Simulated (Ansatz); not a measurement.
Ansatz results at the PBE0-D4/def2-TZVP geometry: LUMO energy (PBE/def2-TZVPP) -0.27 eV; LUMO energy (PBE0/def2-TZVPP) 0.52 eV; HOMO energy (PBE/def2-TZVPP) -7.89 eV.

Each molecule was computed in one conformer, which needn't be the lowest.

Problem. Which molecule gave them?
A. `[BH2][SnH2][SiH3]`
B. `FC(F)C[SiH3]`
C. `S[SiH2]CCl`
D. `C[SiH]1C[O][Al]1[F]`

Solution. B. The others give `[BH2][SnH2][SiH3]`: -3.51, -2.56, -6.59; `S[SiH2]CCl`: -1.01, -0.07, -6.38; `C[SiH]1C[O][Al]1[F]`: -1.86, -1.11, -6.27.
